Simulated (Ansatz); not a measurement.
Reaction (silylene formation by 1,1-elimination): `C#C[Si](F)([AlH2])S` → `C#[C][AlH2]` + `F[Si]S`

Program: Ansatz. Geometries: PBE0-D4/def2-TZVP. ΔE: electronic, gas phase. CCSD(T)/CBS is the MP2 limit (def2-TZVPP, def2-QZVPP) plus CCSD(T) − MP2 in def2-TZVPP, frozen cores. This one scheme is used for every species. Each species was taken in one conformer, which may not be the lowest.

```
             level  ΔE (kcal/mol)
SCS-MP2/def2-QZVPP           28.0
     MP2/CBS(def2)           30.7
```

**Question.** What does CCSD(T)/CBS give? (An estimate is asked.)

**Answer.** Ansatz gave: +28.2 kcal/mol. The listed levels differ from it by -0.2, 2.5 kcal/mol.

Largest T1 diagnostic among the species: 0.015.

At CCSD(T), def2-SVP lies −5.0 kcal/mol from the extrapolated value and def2-TZVPP −1.3 kcal/mol. From r2SCAN to r2SCAN0 (25 % exact exchange), in def2-TZVPP and without D4, ΔE moves by +1.2 kcal/mol. In def2-TZVPP, CCSD(T) changes the Hartree–Fock value by +2.9 kcal/mol (the triples alone add +0.4 kcal/mol) and MP2 by +5.4 kcal/mol.
